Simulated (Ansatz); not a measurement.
Computed with Ansatz on PBE0-D4/def2-TZVP structures; ΔE is electronic, products minus reactants. CCSD(T)/CBS adds triple-zeta CCSD(T) − MP2 to the extrapolated MP2 energy (def2 sets, frozen cores). This one scheme is used for every species. Functionals use def2-TZVPP.

Reaction (hydrogenolysis of the Si–F bond): `F[Si]1(F)C=C1` + H₂ → `F[SiH]1C=C1` + H–F

```json
{"level": "r2SCANh-D4", "ΔE (kJ/mol)": "119.9"}
{"level": "PBE", "ΔE (kJ/mol)": "104.8"}
{"level": "BHLYP", "ΔE (kJ/mol)": "115.5"}
{"level": "SCS-MP2/def2-QZVPP", "ΔE (kJ/mol)": "116.3"}
```

(1) What does CCSD(T)/CBS give? (Best estimate.)

Largest T1 diagnostic among the species: 0.012.

## Answers

(1) Ansatz gave: +113.0 kJ/mol. The listed levels differ from it by 6.9, -8.2, 2.5, 3.3 kJ/mol.

From r2SCAN to r2SCAN0 (25 % exact exchange), in def2-TZVPP and without D4, ΔE moves by −3.5 kJ/mol. At CCSD(T), def2-SVP lies −13.0 kJ/mol from the extrapolated value and def2-TZVPP +0.1 kJ/mol. Leaving LDA and LC-ωPBE aside and taking each functional with its dispersion term where it has one, the values, not all of them listed here, spread over 16.8 kJ/mol, from HSE06-D4 to B97M-V.
